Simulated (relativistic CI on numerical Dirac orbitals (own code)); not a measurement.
Hyperfine structure of Ni¹⁰⁺, mass number 61

Calculated at this level of theory: Dirac-Coulomb-Breit CI, separate exchange-only KLI orbitals for each configuration, model QED, unscaled Slater integrals (own radial code, finite nucleus).

Configuration list (outside the closed core [Ne]): 3s²3p⁶, 3s²3p⁵3d, 3s3p⁶3d, 3s²3p⁵4s, 3s²3p⁵4p, 3s²3p⁵4d, 3s3p⁶4s, 3s²3p⁵4f, 3s3p⁶4p, 3p⁶3d², 3p⁵3d³, 3p⁵3d²4s, 3p⁵3d²4p, 3p⁵3d²4d. Double excitations out of closed p, d and f shells are left out; levels of such configurations are missing from the list, as are those of other unlisted configurations, and high levels can miss mixing partners. These lack a partner that the ground configuration has and come out too high: 3s²3p⁵4f.

Nuclear spin I = 3/2, μ = -0.74965 μN, Q = 0.162 b (tables of Stone and Pyykkö). The electronic factors are computed for point nuclear moments, without core polarisation or the Bohr-Weisskopf and QED corrections.

```tsv
Level	E (eV)	A (MHz)	B (MHz)
3s²3p⁵3d ³P°1	57.8945	-37.42	94.5
3s²3p⁵3d ³P°2	58.8981	401.4	104
3s²3p⁵3d ³F°4	60.4043	-1249	-1280
3s²3p⁵3d ³F°3	60.9781	-2000	-1290
3s²3p⁵3d ³F°2	61.8310	-3237	-1150
3s²3p⁵3d ³D°3	65.1626	-1071	712
3s²3p⁵3d ¹D°2	65.7060	-2452	1610
3s²3p⁵3d ³D°1	66.1399	-52.46	535
```

Levels with J = 0, under 50 % of one LS term, or S terms without an open s electron are left out. Small factors come from cancelling terms and can be off by tens of per cent or more.

At this charge energies of transitions that change n are usually good to better than 1 %, and those within a shell (Δn = 0) to a few per cent.

Give the hyperfine levels of 3s²3p⁵3d ³F°4 relative to its centre of gravity.

With K = F(F + 1) − I(I + 1) − J(J + 1), E = AK/2 + B[¾K(K + 1) − I(I + 1)J(J + 1)]/[2I(2I − 1)J(2J − 1)]: F = 5/2: 8737, F = 7/2: 5245, F = 9/2: -65.16, F = 11/2: -7811 MHz.

LS names give the leading component of a level, which can be under half, so a name can repeat, a term be missing and a line seem to break the LS rules.
